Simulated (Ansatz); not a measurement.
CH₄OSiTe, SMILES `[TeH][SiH]1CO1`, relaxed with RKS PBE0-D4/def2-TZVP in the Gaussian-basis code of Ansatz from a PBE-D4/def2-SVP geometry. The force threshold is 0.005 eV/Å; the program also tests the step.

Total charge 0; spin multiplicity 1. Te: def2 effective core potential.

Start:

```xyz
8

Te   -1.444   -1.606    1.518
Si    0.395   -0.117    0.727
C     0.517    0.570   -0.971
O     0.029    1.439    0.123
H    -2.283   -1.308    0.092
H     1.562   -0.209    1.661
H    -0.252    0.329   -1.734
H     1.477    0.902   -1.416
```

Q: By how much does the energy fall, and how many steps does the optimiser take? (Best estimate.)

A: The calculation gave: 1.66 kcal/mol, in 8 steps.

Q: Which bonds change most? (Estimate.)

A: Computed: Si2–O4 from 1.710 to 1.657 Å; Si2–C3 from 1.836 to 1.804 Å; Te1–Si2 from 2.495 to 2.464 Å; Te1–H5 from 1.681 to 1.657 Å.

Q: Give the relaxed structure. (An estimate is asked.)

A: The calculation gave: 
```xyz
8

Te   -1.405   -1.605    1.492
Si    0.384   -0.104    0.703
C     0.531    0.548   -0.972
O     0.009    1.401    0.122
H    -2.303   -1.283    0.137
H     1.531   -0.202    1.632
H    -0.218    0.332   -1.732
H     1.471    0.913   -1.381
```
